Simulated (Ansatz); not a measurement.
Consider the redistribution: `[CH3][GeH]([CH3])[SiH3]` + `[NH2][SnH]([OH])[SH]` → `[CH3][GeH]([SiH3])[SH]` + `[CH3][SnH]([NH2])[OH]`.

Program: Ansatz. Geometries: PBE0-D4/def2-TZVP. ΔE: electronic, gas phase. CCSD(T)/CBS is the MP2 limit (def2-TZVPP, def2-QZVPP) plus CCSD(T) − MP2 in def2-TZVPP, frozen cores. Functionals use def2-TZVPP. B3LYP here is the variant with VWN-RPA as its local correlation; programs differ in this. Elements past krypton have def2 core potentials. For Ge, Sn outer-core shells are correlated without core-valence functions, which leaves a few kJ/mol of doubt a bond. Scalar relativity is left out up to krypton. Each species was taken in one conformer, which may not be the lowest.

`[CH3][GeH]([CH3])[SiH3]`:

Z-matrix (Å, degrees):
```
C
Ge 1 1.961
H 1 1.091 2 110.8
H 1 1.091 2 110.0 3 120.1
H 1 1.091 2 110.3 3 -120.2
C 2 1.961 1 109.7 3 -178.3
Si 2 2.385 1 110.4 3 59.8
H 2 1.547 1 108.8 3 -59.5
H 6 1.091 2 110.8 1 178.4
H 6 1.091 2 110.0 1 58.3
H 6 1.091 2 110.3 1 -61.4
H 7 1.489 2 111.1 1 179.8
H 7 1.490 2 110.2 1 60.2
H 7 1.489 2 111.1 1 -59.5
```

`[NH2][SnH]([OH])[SH]`:

```xyz
9

N     0.129   -0.504    1.781
Sn   -0.430    0.129   -0.039
O    -0.621   -1.549   -1.034
S     1.260    1.453   -1.137
H     0.718   -1.326    1.732
H     0.596    0.191    2.349
H    -1.909    0.968    0.001
H    -0.099   -1.543   -1.840
H     0.355    2.181   -1.813
```

`[CH3][GeH]([SiH3])[SH]`:

Cartesian coordinates in Å:
```
C -0.565 1.764 0.575
Ge 0.416 0.365 -0.369
Si -0.697 -1.742 -0.370
S 2.324 0.136 0.783
H -0.771 1.451 1.599
H -1.511 1.963 0.069
H 0.024 2.681 0.594
H 0.754 0.826 -1.804
H -1.926 -1.705 -1.209
H -1.073 -2.099 1.023
H 0.219 -2.783 -0.908
H 2.805 -0.857 0.018
```

`[CH3][SnH]([NH2])[OH]`:

Z-matrix (Å, degrees):
```
C
Sn 1 2.126
H 1 1.090 2 109.1
H 1 1.090 2 110.8 3 120.5
H 1 1.090 2 109.3 3 -118.9
N 2 2.022 1 115.6 3 -47.3
O 2 1.969 1 102.9 3 65.9
H 2 1.712 1 116.8 3 -174.0
H 6 1.010 2 115.1 1 -108.5
H 6 1.011 2 116.0 1 19.8
H 7 0.960 2 111.4 1 -152.1
```

```
             level  ΔE (kcal/mol)  difference from CCSD(T)/CBS
            PBE-D4            3.4                          0.5
         r2SCAN-D4            3.6                          0.7
           PBE0-D4            3.3                          0.4
           ωB97X-V            3.0                          0.1
           ωB97M-V            2.9                          0.0
               PBE            3.5                          0.6
            r2SCAN            3.6                          0.7
              PBE0            3.4                          0.5
             B3LYP            3.2                          0.3
     HF/def2-TZVPP            3.1                          0.2
SCS-MP2/def2-TZVPP            2.6                         -0.3
   CCSD/def2-TZVPP            2.7                         -0.2
CCSD(T)/def2-TZVPP            2.7                         -0.2
     HF/def2-QZVPP            3.1                          0.2
      HF/CBS(def2)            3.1                          0.2
    CCSD/CBS(def2)            2.8                         -0.1
       CCSD(T)/CBS            2.9                            0
```

Largest T1 diagnostic among the species: 0.013.
